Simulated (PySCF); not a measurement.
Radial density of Pr (praseodymium, neutral)

UHF, [Xe] 4f3 5d1 6s1, one real determinant (an excited configuration). Computed with PySCF 2.14 in x2c-TZVPPall, with scalar relativity by spin-free X2C-1e.

```csv
r (bohr),4πr²ρ (e/bohr),4πr²(ρα − ρβ)
0.0274,69.26,0.0004
0.0461,79.20,0.0020
0.0776,102.0,0.0022
0.131,75.28,0.0182
0.220,88.29,0.2586
0.369,36.59,1.3213
0.621,38.44,2.7199
1.04,13.33,2.1812
1.76,6.440,0.8650
2.96,1.259,0.4978
4.97,0.3414,0.3353
8.36,0.05328,0.0532
14.1,0.0004386,0.0004
```

Densities and radii are taken from the X2C orbitals without a picture-change correction, which distorts them close to the nucleus.

⟨L²⟩ = 40.05 against 72 for a pure L term, so this real determinant mixes terms. Spin-orbit coupling, absent here, splits the open shell strongly.
